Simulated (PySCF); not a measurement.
Si(Cl)(F)2(SH) (ClF2HSSi), SMILES F[Si](F)(S)Cl.

Geometry: r2SCAN-D4/def2-SVP. One conformer was computed; it need not be the lowest.

Calculation: TDA-LC-ωPBE/def2-SVPD run with PySCF.

Vertical excitations. The molecule is in vacuum.

Computed excitation energies, oscillator strengths and character:
```json
[
 {"state": "S1", "energy (eV)": "6.51", "λ (nm)": "190", "f": "0.003", "main pairs": "HOMO→LUMO+1 89 %"},
 {"state": "S2", "energy (eV)": "7.38", "λ (nm)": "168", "f": "0.052", "main pairs": "HOMO→LUMO 83 %"},
 {"state": "S3", "energy (eV)": "8.11", "λ (nm)": "153", "f": "0.001", "main pairs": "HOMO→LUMO+5 62 %, HOMO→LUMO+4 17 %"},
 {"state": "S4", "energy (eV)": "8.62", "λ (nm)": "144", "f": "0.003", "main pairs": "HOMO→LUMO+6 33 %, HOMO−1→LUMO+1 32 %"},
 {"state": "S5", "energy (eV)": "8.95", "λ (nm)": "139", "f": "0.111", "main pairs": "HOMO−2→LUMO 22 %, HOMO−2→LUMO+1 14 %, HOMO−1→LUMO 13 %, HOMO→LUMO+2 9 %"},
 {"state": "S6", "energy (eV)": "8.98", "λ (nm)": "138", "f": "0.088", "main pairs": "HOMO−1→LUMO 24 %, HOMO−2→LUMO 19 %, HOMO−2→LUMO+1 15 %, HOMO−3→LUMO+1 7 %"},
 {"state": "S7", "energy (eV)": "9.26", "λ (nm)": "134", "f": "0.017", "main pairs": "HOMO−1→LUMO 26 %, HOMO−1→LUMO+1 26 %, HOMO−3→LUMO 12 %, HOMO→LUMO+6 10 %"},
 {"state": "S8", "energy (eV)": "9.44", "λ (nm)": "131", "f": "0.009", "main pairs": "HOMO→LUMO+3 53 %, HOMO→LUMO+2 23 %"},
 {"state": "S9", "energy (eV)": "9.58", "λ (nm)": "129", "f": "0.036", "main pairs": "HOMO→LUMO+2 36 %, HOMO→LUMO+8 18 %, HOMO→LUMO+3 15 %, HOMO→LUMO+10 6 %"},
 {"state": "S10", "energy (eV)": "9.62", "λ (nm)": "129", "f": "0.136", "main pairs": "HOMO→LUMO+4 20 %, HOMO−3→LUMO 17 %, HOMO→LUMO+10 11 %, HOMO→LUMO+3 10 %"},
 {"state": "T1", "energy (eV)": "5.99", "λ (nm)": "207", "f": "0", "main pairs": "HOMO→LUMO+1 86 %"},
 {"state": "T2", "energy (eV)": "6.71", "λ (nm)": "185", "f": "0", "main pairs": "HOMO→LUMO 72 %, HOMO→LUMO+8 12 %"},
 {"state": "T3", "energy (eV)": "7.52", "λ (nm)": "165", "f": "0", "main pairs": "HOMO−1→LUMO+1 46 %, HOMO−3→LUMO+1 12 %"},
 {"state": "T4", "energy (eV)": "7.82", "λ (nm)": "159", "f": "0", "main pairs": "HOMO→LUMO+5 61 %, HOMO→LUMO+4 15 %"}
]
```
Triplets are in the Tamm–Dancoff approximation.
